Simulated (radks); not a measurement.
Question: These are the eigenvalues of the occupied orbitals of an atom or ion with whole-number occupations (eV). Method: Dirac Kohn-Sham, PBE, spin-unpolarised, spherical densities, finite nucleus; Fermi nuclear charge, rms radius of each element as measured or else 0.836 A^(1/3) + 0.57 fm; computed with a radial shooting solver on a logarithmic mesh with Libxc functionals.

| orbital | eigenvalue |
|---|---|
| 1s1/2 | -27742.67 |
| 2s1/2 | -4159.095 |
| 2p1/2 | -3879.148 |
| 2p3/2 | -3668.272 |
| 3s1/2 | -795.3148 |
| 3p1/2 | -682.3286 |
| 3p3/2 | -644.2387 |
| 3d3/2 | -444.4120 |
| 3d5/2 | -436.6084 |
| 4s1/2 | -127.0353 |
| 4p1/2 | -90.1487 |
| 4p3/2 | -83.5026 |
| 4d3/2 | -26.5859 |
| 4d5/2 | -25.7239 |
| 5s1/2 | -14.9227 |

Which element is it, and in what charge state? The configuration may be excited. Open shells, if any, are shared by 2j + 1.

Answer: Z = 49, indium, charge +1: In+ in [Kr] 4d10 5s2. The list shows which subshells hold electrons but not how many an open one holds; the 1s level, -1019.5 hartree, gives Z - s = 45.2 by -(Z - s)^2/2, which with screening and relativity narrows Z to a few neighbours, and the depths of the outer levels then fix element, charge and occupations together.
